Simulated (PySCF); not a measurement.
SMILES C=C[SiH2]O, PBE/def2-SVP optimised geometry.

```
10

C      1.08    -1.22     0.98
C      0.35    -0.65     0.00
Si    -1.53    -0.65     0.00
O     -2.18     0.90     0.00
H      0.60    -1.72     1.84
H      2.18    -1.22     0.97
H      0.88    -0.17    -0.84
H     -1.96    -1.46     1.21
H     -2.07    -1.27    -1.26
H     -1.89     1.46     0.74
```

Density from PBE/def2-TZVP (PySCF) at that geometry.

Minimum of the electron density along straight lines between bonded atoms, close to the bond critical point (lines longer than 1.1 times the sum of covalent radii, or with two minima, are not listed):

| bond | length / Å | ρ at the minimum / e bohr⁻³ | ∇²ρ there / e bohr⁻⁵ | position (fraction from the first atom) |
|---|---|---|---|---|
| C1–C2 | 1.350 | 0.335 | -0.96 | 0.51 |
| C2–Si3 | 1.878 | 0.120 | 0.18 | 0.61 |
| Si3–O4 | 1.687 | 0.128 | 0.66 | 0.41 |
| C1–H5 | 1.105 | 0.271 | -0.91 | 0.65 |
| C1–H6 | 1.105 | 0.271 | -0.91 | 0.65 |
| C2–H7 | 1.107 | 0.266 | -0.87 | 0.65 |
| Si3–H8 | 1.511 | 0.117 | 0.10 | 0.49 |
| Si3–H9 | 1.500 | 0.120 | 0.11 | 0.49 |
| O4–H10 | 0.973 | 0.346 | -2.24 | 0.80 |
